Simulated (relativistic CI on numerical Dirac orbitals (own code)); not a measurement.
Tc2+: 3p photoemission

Computed with this model: Dirac-Coulomb-Breit CI, KLI orbitals optimised for each configuration, model QED, valence Slater integrals scaled by 0.8, multiplet model of photoemission in the sudden approximation; configurations [Kr] 4d5 → [Ne] 3s2 3p5 3d10 4s2 4p6 4d5; 80 K; Lorentzian 1.4 eV and Gaussian 0.6 eV FWHM. Energies are those of the free ion, without screening or charge transfer. The energies are binding energies and can lie tens of eV above those of solids. S is read from ⟨S²⟩ = S(S + 1).

Field parameters in Wybourne normalisation: D3d B²₀ = −7Dσ, B⁴₀ = −14Dq − 21Dτ, B⁴₃ = −14√(10/7) Dq. The field is a parameter set, without covalency.

Computed curve for D3d, 10Dq = 18800, Dσ = -1200, Dτ = -300 cm⁻¹, scaled to 100 at the maximum (points under 2 are left out and the grid is thinned):

| Energy (eV) | Intensity |
| --- | --- |
| 453.8 | 2.1 |
| 454.2 | 2.4 |
| 454.4 | 2.6 |
| 454.8 | 3.1 |
| 455.2 | 3.7 |
| 455.4 | 4.1 |
| 455.8 | 5.1 |
| 456.0 | 5.7 |
| 456.4 | 7.4 |
| 456.8 | 9.9 |
| 457.0 | 11.7 |
| 457.4 | 17.0 |
| 457.8 | 26.5 |
| 458.0 | 34.0 |
| 458.4 | 57.1 |
| 458.6 | 72.2 |
| 459.0 | 97.3 |
| 459.4 | 94.7 |
| 459.6 | 83.9 |
| 460.0 | 57.9 |
| 460.4 | 36.9 |
| 460.6 | 29.4 |
| 461.0 | 19.3 |
| 461.2 | 16.0 |
| 461.6 | 11.7 |
| 462.0 | 9.0 |
| 462.2 | 8.0 |
| 462.6 | 6.4 |
| 463.0 | 5.1 |
| 463.2 | 4.6 |
| 463.6 | 3.7 |
| 463.8 | 3.3 |
| 464.2 | 2.8 |
| 464.6 | 2.3 |
| 464.8 | 2.2 |
| 475.4 | 2.1 |
| 475.8 | 2.5 |
| 476.0 | 2.8 |
| 476.4 | 3.5 |
| 476.6 | 3.9 |
| 477.0 | 5.2 |
| 477.4 | 7.3 |
| 477.6 | 8.8 |
| 478.0 | 13.5 |
| 478.4 | 22.5 |
| 478.6 | 29.3 |
| 479.0 | 46.0 |
| 479.2 | 52.4 |
| 479.6 | 51.0 |
| 480.0 | 35.4 |
| 480.2 | 27.6 |
| 480.6 | 16.5 |
| 481.0 | 10.5 |
| 481.2 | 8.6 |
| 481.6 | 6.0 |
| 481.8 | 5.1 |
| 482.2 | 3.8 |
| 482.6 | 3.0 |
| 482.8 | 2.7 |
| 483.2 | 2.1 |

The ground state has S = 0.54, and the centroid lies at 465.98 eV.
